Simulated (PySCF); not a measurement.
Breaking a bond: BCl, singlet. Each curve is given relative to its own lowest point near equilibrium.

| R / Å | A | B | C |
|---|---|---|---|
| 1.38 | 59.1 | 80.9 | 56.5 |
| 1.47 | 26.9 | 42.6 | 25.6 |
| 1.56 | 9.5 | 19.8 | 8.9 |
| 1.60 | 5.0 | 13.3 | 4.7 |
| 1.65 | 1.7 | 7.3 | 1.6 |
| 1.72 | 0.0 | 2.3 | 0.0 |
| 1.79 | 1.0 | 0.2 | 0.9 |
| 1.84 | 2.8 | 0.0 | 2.6 |
| 1.88 | 4.8 | 0.4 | 4.5 |
| 1.99 | 11.8 | 3.5 | 11.1 |
| 2.14 | 23.4 | 10.8 | 22.2 |
| 2.31 | 37.2 | 21.0 | 35.6 |
| 2.61 | 60.3 | 40.4 | 58.5 |
| 2.86 | 73.5 | 52.5 | 75.3 |
| 3.13 | 80.4 | 59.7 | 90.8 |
| 3.45 | 84.1 | 63.8 | 102.5 |
| 3.77 | 85.7 | 65.6 | 109.7 |
| 4.19 | 86.6 | 66.5 | 115.6 |
| 4.60 | 86.9 | 66.9 | 119.1 |
| 5.16 | 87.1 | 67.1 | 121.5 |
| 5.98 | 87.3 | 67.3 | 122.8 |
| 6.89 | 87.3 | 67.3 | 123.1 |

Energies in kcal/mol.

Question: Which curve belongs to which method? The methods are PySCF 2.14.0 with UHF/cc-pVTZ; unrestricted Hartree-Fock/LANL2DZ, with its core potentials past Ne (PySCF); unrestricted M06-2X/cc-pVTZ in PySCF.

Answer: A is UHF; B is UHF/LANL2DZ; C is UKS-M06-2X.

The unrestricted determinant behind UHF/LANL2DZ, UHF is spin-contaminated at 1.47 to 6.89 Å (<S²> up to 1.0, against 0.00 for a pure singlet). The unrestricted determinant behind UKS-M06-2X is spin-contaminated at 3.13 to 6.89 Å (<S²> up to 1.0, against 0.00 for a pure singlet).
